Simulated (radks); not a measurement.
Task: These are the eigenvalues of the occupied orbitals of an atom or ion with whole-number occupations (hartree). All-electron calculation, non-relativistic Kohn-Sham, SCAN, spin-unpolarised, spherical densities, point nucleus; meta-GGA in the generalised Kohn-Sham scheme. Program: a radial shooting solver on a logarithmic mesh with Libxc functionals.

| orbital | eigenvalue |
|---|---|
| 1s | -26.31819 |
| 2s | -2.56212 |
| 2p | -1.81367 |

Which element is it, and in what charge state? The configuration may be excited.

Result: Z = 9, fluorine, charge +2: F2+ in [He] 2s2 2p3. The list shows which subshells hold electrons but not how many an open one holds; the 1s level, -26.318 hartree, gives Z - s = 7.3 by -(Z - s)^2/2, which with screening narrows Z to a few neighbours, and the depths of the outer levels then fix element, charge and occupations together.
